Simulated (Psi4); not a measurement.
Noncovalent pair: CH4 (SMILES C) (first 5 atoms) with CO (SMILES [C-]#[O+]); geometry from B3LYP-D3(BJ)/def2-TZVP, rigid monomers moved along the line of their centres of mass till C1···C6 is 6.39 Å.
(charge 0, multiplicity 1):
```xyz
7

C      0.0636    -0.0836     0.1079
H      0.1202    -0.1787    -0.9756
H      0.6775    -0.8541     0.5725
H      0.4268     0.8991     0.4055
H     -0.9706    -0.1999     0.4289
C      0.0541    -0.0078     6.5011
O     -0.6776     0.8465     6.5115
```

All values below come from SAPT0/jun-cc-pV(D+d)Z in Psi4.

**Question.** Give the four SAPT terms and the total, and say what mostly holds the pair together.

**Answer.** electrostatics 0.00, exchange 0.00, induction 0.00, dispersion -0.01, total -0.02 kcal/mol; the largest attraction is dispersion.
